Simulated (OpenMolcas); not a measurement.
**Levels of Ni⁵⁺ by method**

| Property | Result |
| --- | --- |
| Program | OpenMolcas 26.06 |
| Basis | ANO-RCC-VTZP [6s5p3d2f1g] |
| Scalar Hamiltonian | DKH2, point nucleus |
| Active space | 11 electrons in 8 orbitals (RAS1 3p, at most 2 holes; RAS2 3d) |
| State averaging | 2S+1 = 6 even, 1 root; 2S+1 = 4 even, 24 roots; 2S+1 = 2 even, 53 roots |
| Spin-orbit coupling | state interaction with AMFI integrals over the reference wave functions, term energies averaged over their components |

Methods on the same reference wave functions:
A. RASSCF
B. SS-RASPT2, IPEA 0.25 Eh, imaginary shift 0.1 Eh (closed shells correlated: 3s)
C. MS-RASPT2, IPEA 0.25 Eh, imaginary shift 0.1 Eh (closed shells correlated: 3s)

Energies in cm⁻¹ above 3d⁵ ⁶S_5/2, the measured ground level; measured values from Corliss and Sugar, J. Phys. Chem. Ref. Data 10, 197 (1981).

| Level | A | B | C | Measured |
| --- | --- | --- | --- | --- |
| 3d⁵ ⁶S_5/2 | 0.0 | 0.0 | 0.0 | 0.0 |
| 3d⁵ ⁴G_5/2 | 47634 | 43150 | 43150 |  |
| 3d⁵ ⁴G_7/2 | 47725 | 43240 | 43240 |  |
| 3d⁵ ⁴G_11/2 | 47752 | 43260 | 43260 | 41921 |
| 3d⁵ ⁴G_9/2 | 47780 | 43290 | 43290 |  |
| 3d⁵ ⁴P_5/2 | 49153 | 47580 | 47580 | 45884 |
| 3d⁵ ⁴P_3/2 | 49303 | 47770 | 47770 | 46104 |
| 3d⁵ ⁴P_1/2 | 49440 | 48000 | 48000 | 46325 |
| 3d⁵ ⁴D_7/2 | 56579 | 52040 | 52040 | 50331 |
| 3d⁵ ⁴D_1/2 | 56759 | 52260 | 52260 |  |
| 3d⁵ ⁴D_3/2 | 56871 | 52470 | 52470 |  |
| 3d⁵ ⁴D_5/2 | 56890 | 52520 | 52520 |  |
| 3d⁵ ²D_5/2 [65 %] | 69664 | 66620 | 66640 | 64152 |
| 3d⁵ ²I_11/2 | 69734 | 62890 | 62890 | 61196 |
| 3d⁵ ²I_13/2 | 69971 | 63090 | 63090 | 61280 |
| 3d⁵ ²D_3/2 | 70846 | 67710 | 67710 | 65174 |
| 3d⁵ ²F_7/2(1) | 72890 | 69730 | 69580 |  |
| 3d⁵ ⁴F_9/2 | 75276 | 70560 | 70560 |  |
| 3d⁵ ⁴F_7/2 | 75376 | 70720 | 70760 |  |
| 3d⁵ ⁴F_5/2 | 75653 | 70600 | 70550 |  |
| 3d⁵ ⁴F_3/2 | 75709 | 71190 | 71190 |  |
| 3d⁵ ²H_9/2 | 80387 | 75140 | 75140 | 72909 |
| 3d⁵ ²H_11/2 | 81035 | 75990 | 75990 | 73757 |
| 3d⁵ ²G_7/2 | 83954 | 77160 | 77150 | 74628 |

Deviations, from unrounded energies. A percentage is the sum of absolute deviations over the sum of measured energies, with the sign that they share, or ± where signs differ.

```tsv
Against measurement	Levels	A	B	C
mean absolute deviation (cm-1)	12	6200	2000	2000
other terms of the ground configuration (%)	12	+10.5	+3.4	+3.4
```

B, C lie about equally close to measurement and A furthest from it. The largest miss of B in the table is 3d⁵ ²D_3/2, by +2500 cm-1. The ranking rests on the paired levels alone, and a cruder setting can come out closer through cancelling errors.

Between B and C the level of the table that moves most is 3d⁵ ²F_7/2(1), by 150 cm-1 (lowest in C, highest in B). Moves below CASPT2's spread within the term are not significant.

The two smallest mean deviations differ by little beside CASPT2's spread within terms, so their order carries little weight.

From A to B the spin-free energies of the other terms of 3d⁵ shown, above ⁶S, scale by factors of 0.90 to 0.97.

The lowest spin-free term lies below A's lowest term by 0.359 hartree in B, 0.359 hartree in C.

CASPT2 breaks the degeneracy within a term, and the mean is taken; among the terms shown or strongly mixed into the levels shown the widest spread is 630 cm-1 (3d⁵ ²I, C). Active for correlation alone: 3p; no level in the range computed is led by a configuration that opens it, so any true level of that kind is missing. Without dynamic correlation excited terms often stand tens of per cent too high (terms of higher spin than the ground term too low), and those without a measured partner can miss by more than the paired ones (holds for A). Computed and measured levels are paired by configuration, term and J; levels that our copy of the source lacks, or whose pairing is in doubt (as where it misses far off the trend of its configuration), stay unpaired and out of the deviations. Only configurations of the active space appear. Levels that lie high or do not pair safely by name in every column are left out.

A share in square brackets marks a mixed level and gives the weight of the term that names it, the lowest over the columns. A number in round brackets counts repeated terms of one configuration in the order of the reference energies.
